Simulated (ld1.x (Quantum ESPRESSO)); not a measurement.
## zinc (Zn), TM: configuration errors across variants

- Element: zinc (Zn)
- Generator: ld1.x (Quantum ESPRESSO) 7.5
- Type: norm-conserving Troullier–Martins (Kleinman–Bylander form)
- Functional: PBE
- Relativity: scalar-relativistic
- Frozen core: [Ar] 3d10
- Valence charge: 2
- Reference configuration: 4s1.5 4p0.5
- Partial waves: 4s (bound): rc 2.10 bohr; 4d channel at 0.25 Ry: rc 3.15 bohr; 4p (bound): rc 2.95 bohr
- Local potential: the p channel
- Core correction: Bessel-smoothed model core inside 1.85 bohr

All-electron excitation energies from the reference (eV): (1) 4s2 4p0 -2.486; (2) 4s1 4p0 7.402; (3) 4s1.5 4p0 1.454; (4) 4s0 4p2 8.072; (5) 4s1 4p1 2.600; (6) 4s0 4p1 13.726.

2 further variants failed, have other tests or too few solved ones, and are left out.

A true bound ghost makes a file unfit for plane-wave use even where its test errors are small: the radial tests pick states by their node count and pass the ghost by.

Errors AE − PS in meV (a dash: test not solved or not reliable):

| change | (1) | (2) | (3) | (4) | (5) | (6) | bound ghosts |
| --- | --- | --- | --- | --- | --- | --- | --- |
| base | -8.5 | -64 | -4.7 | -63 | -8.0 | -153 | s |
| wave 4d channel at 0.25 Ry: rc 3.15 bohr becomes 4d channel at 4.4 Ry: rc 3.15 bohr | -8.5 | -64 | -4.7 | -63 | -8.0 | -153 | s, d |
| wave 4s (bound): rc 2.10 bohr becomes 4s (bound): rc 2.24 bohr | -8.7 | -65 | -4.7 | -67 | -8.3 | -157 | none |
| all radii but the core radius scaled by about 1.30 (s 2.72, p 3.82, d 4.08 bohr) | -10 | -68 | -4.9 | -87 | -10 | -182 | none |
| wave 4d channel at 0.25 Ry: rc 3.15 bohr becomes 4d channel at 0.25 Ry: rc 3.68 bohr | -8.5 | -64 | -4.7 | -63 | -8.0 | -153 | s |
| type TM semilocal; local potential the s channel | -7.7 | -61 | -4.5 | -63 | -7.6 | -152 | none |
| wave 4p (bound): rc 2.95 bohr becomes 4p (bound): rc 1.90 bohr | -8.9 | -64 | -4.7 | -71 | -8.7 | -161 | s |
| core correction Bessel-smoothed model core inside 2.04 bohr | -8.3 | -63 | -4.7 | -60 | -7.8 | -147 | s |
| wave 4s (bound): rc 2.10 bohr becomes 4s (bound): rc 2.04 bohr | -8.4 | -64 | -4.7 | -62 | -7.9 | -151 | s |
| core correction Bessel-smoothed model core inside 1.70 bohr | -8.6 | -65 | -4.7 | -65 | -8.2 | -156 | s |

(1) Give the same row for: local potential all-electron potential smoothed inside 1.70 bohr (lloc = -2).

Results:

(1) -7.6, -61, -4.4, -63, -7.5, -152; bound ghosts: none.
